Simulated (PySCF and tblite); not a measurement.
Values are calculated unless marked as measured or tabulated.
C8H12, numbered as in [CH:1]#[C:2][CH:3]1[CH2:4][CH2:5][CH2:6][CH2:7][CH2:8]1.

The ensemble was built from 90 distance-geometry starts (ETKDG and KDG, MMFF94s, GFN2-xTB) and rests on PBE0-D3(BJ)/def2-SVP geometries. Free energies are PBE0-D3(BJ)/def2-TZVP single points with GFN2-xTB rigid-rotor and vibrational terms (modes under about 100 cm⁻¹ blended into free rotors). Symmetry numbers and mirror images are counted. Conformers within 4 kcal/mol (GFN2-xTB free energy) were kept, 5 at most. Couplings: B3LYP/6-31G* with pcJ-1 on H (gas phase; spin-dipole term only for pairs with B, N, F, Si or P). Couplings are for ¹H. H–H couplings come out 0.1 to 0.9 Hz lower than with pcJ-1 on all atoms. Of two unlike H on one atom, a is the less shielded (PBE0/pcSseg-1). (PySCF 2.14, tblite 0.8.)

The 6-ring runs over atoms 3–4–5–6–7–8.

```json
{"conformer": "1", "shape": "6-ring chair (all substituents equatorial)", "weight %": "64.1"}
{"conformer": "2", "shape": "6-ring chair (C2 axial)", "weight %": "35.9"}
```

(1) Give the couplings in each conformer and the averages at 298.15 K (pairs that fast motion interchanges averaged).

## Answers

(1) 
```
   coupling  pairs      1      2  average (Hz)
 ³J(H3,H4a)      2    4.0    5.1           4.4
 ³J(H3,H4b)      2   12.6    3.1           9.2
²J(H4a,H4b)      2  -15.1  -14.4         -14.8
³J(H4a,H5b)      2    4.0    4.0           4.0
³J(H4a,H5a)      2    3.4   14.1           7.2
³J(H4b,H5b)      2   13.9    3.4          10.2
³J(H4b,H5a)      2    4.1    4.0           4.0
²J(H5b,H5a)      2  -15.1  -15.1         -15.1
³J(H5b,H6a)      2    4.0    4.2           4.1
³J(H5b,H6b)      2   13.7    3.2           9.9
³J(H5a,H6a)      2    3.3   13.9           7.1
³J(H5a,H6b)      2    4.1    4.2           4.1
²J(H6a,H6b)      1  -14.9  -14.8         -14.9
```
